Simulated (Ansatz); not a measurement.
Species: C3H6S (charge 0, singlet). 
Structure (B3LYP-D3(BJ)/def2-TZVP (Ansatz, an electronic-structure program) minimum search):
```
C
H 1 1.0897
H 1 1.0913 2 108.40
C 1 1.5398 2 110.51 3 127.23
H 4 1.0876 1 116.43 2 -20.36
H 4 1.0895 5 109.53 1 130.61
C 1 1.5398 2 110.51 3 -127.23
H 7 1.0876 1 116.43 2 20.36
H 7 1.0895 8 109.53 1 -130.61
S 4 1.8489 5 114.13 6 125.09
```

CCSD(T) with Ansatz in growing basis sets, 24 correlated electrons. Cores are frozen in the correlated levels unless marked. UHF or UKS for open shells. Spin-orbit coupling is left out. No relativistic terms. Costs are ratios of core time to the smallest set, on shared machines of one kind, and rough; they hold the program's checks for lower states.

| basis | functions | cost over smallest | E(corr) (Eh) | electronic atomisation energy (kcal/mol) |
|---|---|---|---|---|
| aug-cc-pV(D+d)Z | 155 | 1× | -0.6543 | 858.7 |
| aug-cc-pV(T+d)Z | 331 | 10× | -0.7762 | 900.5 |

Formally CCSD grows as o²v⁴ and (T) as o³v⁴; with o = 12 and v going from 135 to 311 both grow 28-fold in the last step, while integrals and the mean field grow more slowly. That step adds 121.9 mEh of correlation energy and 41.8 kcal/mol to the atomisation energy.
